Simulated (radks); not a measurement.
The numbers below are computed, except where a source is named.
Numerical settings for the praseodymium ion Pr+, [Xe] 4f3 6s1. Code: a radial shooting solver on a logarithmic mesh with Libxc functionals. Model: scalar-relativistic Kohn-Sham, PBEsol, spin-unpolarised, spherical densities, point nucleus. The defaults (mesh step 0.008 in ln r, mesh end at 40 bohr or more with all orbitals vanishing there, Anderson mixing 0.5 over 9 steps, residual threshold near 1e-9 with the energy settled to 1e-9 hartree or 1e-11 of itself, here a cap of 81 iterations) give E = -9233.6833 hartree and 4f at -7.077 eV in 14 iterations. Run on one thread of a shared host, so times are rough (Arm Neoverse V2): 0.14 s of CPU time, 0.14 s wall, 14 iterations on 2648 mesh points. Changes against that run (0 stands for a change within the tolerance of the run):

setting	iterations	converged	E (mhartree)	e(4f) (meV)	CPU (s)
mesh step in ln r 0.005	14	yes	0	0	0.22
mesh step in ln r 0.03	14	yes	+0.00285	0	0.04
mesh step in ln r 0.003	14	yes	0	0	0.36
mesh end (bohr) 2	13	level above zero	+1.89e+04	+5.95e+04	0.11
mesh end (bohr) 5	14	yes	+165	+2.22e+03	0.13
residual threshold 1e-16	81	no	0	0	0.34
residual threshold 0.001	10	yes	0	-0.503	0.11
mixing 2.5	15	yes	0	0	0.15
linear mixing, mixing 0.8	81	no	+3.98e+03	-6.29e+04	1.2
linear mixing, mixing 0.5	30	yes	0	0	0.23
mixing history 3	19	yes	0	0	0.17
iteration cap 3	3	no	+6.21	-497	0.04

Settled on a wrong energy, with an occupied level pushed above zero by the early mesh end: mesh end (bohr) 2 (+18.9 hartree). Apart from these: settings that end as converged yet miss the energy by more than 1 mhartree: mesh end (bohr) 5 (+0.165 hartree). A mesh that ends early acts as a hard wall.
